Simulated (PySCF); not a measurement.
GeCl4, SMILES [Cl][Ge]([Cl])([Cl])[Cl].

Coordinates come from a ωB97X-D3(BJ)/def2-SVP optimisation. The isomer is the one that the SMILES or the coordinates give; other isomers of the formula were not compared.

Method: PySCF 2.14.0 with ωB97X-D3(BJ)/def2-SVP.

Frequencies are harmonic and unscaled.

Modes within 1.5 cm⁻¹ of each other (mostly degenerate sets) share a row, with their intensities summed.

### Question
List the normal modes with their intensities. (An estimate is asked for; the answer gives what the named calculation found.)

### Answer

```tsv
mode	ν (cm⁻¹)	IR (km/mol)	moving atoms (share of kinetic energy)
1–2	126	0.0	Cl 100 %
3–5	170	32.4	Cl 74 %, Ge 26 %
6	407	0.0	Cl 100 %
7–9	484	267.3	Cl 60 %, Ge 40 %
```
